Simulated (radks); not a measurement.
The numbers below are computed, except where a source is named.
Valence configurations of Sn (all share [Kr]). Level of theory: Dirac Kohn-Sham, PBEsol, spin-unpolarised, spherical densities, point nucleus; open shells are shared between the two j in proportion to 2j + 1 (a radial shooting solver on a logarithmic mesh with Libxc functionals). Energies are relative to 4d10 5s2 5p2; eigenvalues in eV.

valence	E (eV)	e(4d3/2)	e(4d5/2)	e(5p1/2)	e(5p3/2)	e(5s1/2)
4d10 5s2 5p2	0.000	-26.398	-25.355	-4.021	-3.568	-10.587
4d9.5 5s2 5p2.5	11.605	-29.289	-28.217	-4.621	-4.106	-11.571
4d10 5s1 5p3	6.990	-27.877	-26.829	-4.674	-4.182	-11.454
4d8 5s2 5p4	53.384	-37.909	-36.752	-6.331	-5.633	-14.326
4d8 5s1.5 5p4.5	57.637	-38.537	-37.378	-6.605	-5.890	-14.680
4d9 5s2 5p3	24.368	-32.167	-31.067	-5.204	-4.627	-12.517
4d7 5s2 5p5	87.076	-43.648	-42.435	-7.426	-6.608	-16.052
4d10 5s1.5 5p2.5	3.465	-27.152	-26.106	-4.357	-3.884	-11.032
4d10 5p4	14.208	-29.255	-28.202	-5.263	-4.736	-
4d8.5 5s1.5 5p4	42.361	-35.692	-34.561	-6.057	-5.403	-13.804

NIST lists [Kr] 4d10 5s2 5p2 as the ground configuration; this level of theory agrees among the configurations tried. The energies are those of spherical spin-averaged densities, not of single terms.
